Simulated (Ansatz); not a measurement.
Start from `[OH][W]([OH])([OH])([Cl])([Cl])[Cl]` and change one atom or group to get `[OH][W]([OH])([F])([Cl])([Cl])[Cl]`.

Ansatz, PBE0-D4/def2-TZVP geometries, multiplicity 1. Each molecule was computed in one conformer, which needn't be the lowest.

Elements past krypton have def2 core potentials.

```tsv
property	`[OH][W]([OH])([OH])([Cl])([Cl])[Cl]`
size of the dipole moment (ωB97M-V/def2-TZVPP) / D	0.56
LUMO energy (B3LYP/def2-TZVPP) / eV	-4.46
HOMO energy (ωB97M-V/def2-TZVPP) / eV	-10.78
HOMO–LUMO gap (B3LYP/def2-TZVPP) / eV	3.85
HOMO–LUMO gap (ωB97M-V/def2-TZVPP) / eV	8.43
LUMO energy (PBE0/def2-TZVPP) / eV	-4.29
```

Question: What does the change do to each property? (Estimate.)

Answer: Ansatz gave: 
```csv
property,`[OH][W]([OH])([F])([Cl])([Cl])[Cl]`,shift
size of the dipole moment (ωB97M-V/def2-TZVPP) / D,2.94,2.38
LUMO energy (B3LYP/def2-TZVPP) / eV,-4.40,0.06
HOMO energy (ωB97M-V/def2-TZVPP) / eV,-10.84,-0.06
HOMO–LUMO gap (B3LYP/def2-TZVPP) / eV,3.98,0.13
HOMO–LUMO gap (ωB97M-V/def2-TZVPP) / eV,8.55,0.12
LUMO energy (PBE0/def2-TZVPP) / eV,-4.24,0.05
```

With PBE0 the HOMO falls by 0.07 eV and the LUMO rises by 0.05 eV, so the gap widens by about 0.12 eV. PBE moves the HOMO by -0.06 eV and ωB97M-V by -0.06 eV. Dipoles are sizes alone; their direction can turn.

B3LYP here is the variant with VWN-RPA as its local correlation; programs differ in this.
